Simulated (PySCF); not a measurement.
Computed shifts of a molecule C₂H₈FNSi₂, PySCF with KT2/pcSseg-1, GIAO, gas phase, atoms alike by connectivity averaged where their shifts nearly agree, in ppm (number of nuclei): ¹³C: 137.7 (1), 131.4 (1). ²⁹Si: 4.9 (1), -36.0 (1). ¹⁵N: 6.2 (1). ¹⁹F: -304.6 (1). ¹H: 6.85 (1), 6.71 (1), 6.42 (1), 5.99 (1), 5.86 (1), 5.54 (1), 0.49 (1), 0.32 (1). References: ¹³C against TMS (σ = 185.1 ppm); ²⁹Si against TMS (σ = 361.9 ppm); ¹⁵N against NH3 (σ = 266.2 ppm); ¹⁹F against CFCl3 (σ = 127.1 ppm); ¹H against TMS (σ = 31.47 ppm), references at their B3LYP-D3(BJ)/def2-TZVP geometries, non-relativistic. The structure is a stationary point at B3LYP-D3(BJ)/def2-SVP. The values are those of a single conformer.

**Question.** Pick the molecule that these values belong to.
(A) C=C[Si@H](N)[SiH2]F
(B) CN1[SiH2]C[Si@H]1F
(C) C=C(F)[SiH2][SiH2]N
(D) C/C=N/[Si@H](F)[SiH3]

**Answer.** A, C=C[Si@H](N)[SiH2]F
